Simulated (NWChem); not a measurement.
Molecule: C₂H₅FGe; SMILES C=[CH][GeH2][F]

```xyz
9

Ge    -0.3398    -0.5666     0.0000
F      1.3984    -0.8203     0.0000
C     -0.5568     1.3629     0.0000
C      0.5070     2.1714     0.0000
H     -0.8901    -1.2526    -1.2759
H     -0.8901    -1.2526     1.2759
H     -1.5630     1.7821     0.0000
H      0.4112     3.2563     0.0000
H      1.5193     1.7748     0.0000
```
Atoms are numbered in this order, from 1.

All runs: NWChem. All runs use the structure optimised with B3LYP/6-31G* (spherical d). Total energies compare along this basis series because the functional is fixed.

| level | basis functions | energy (Ha) | highest occupied level (eV) | orbital gap (eV) | dipole (D) |
|---|---|---|---|---|---|
| Hartree-Fock/pcseg-1 | 94 | -2253.1310 | -10.63 | 13.88 | 2.55 |
| Hartree-Fock/aug-pcseg-1 | 150 | -2253.1460 | -10.57 | 11.33 | 2.44 |
| Hartree-Fock/pcseg-2 | 203 | -2253.5397 | -10.60 | 13.23 | 2.46 |
| Hartree-Fock/STO-3G | 38 | -2227.4797 | -8.61 | 16.89 | 1.38 |
| Hartree-Fock/def2-SVP | 99 | -2253.0579 | -10.62 | 14.11 | 2.47 |
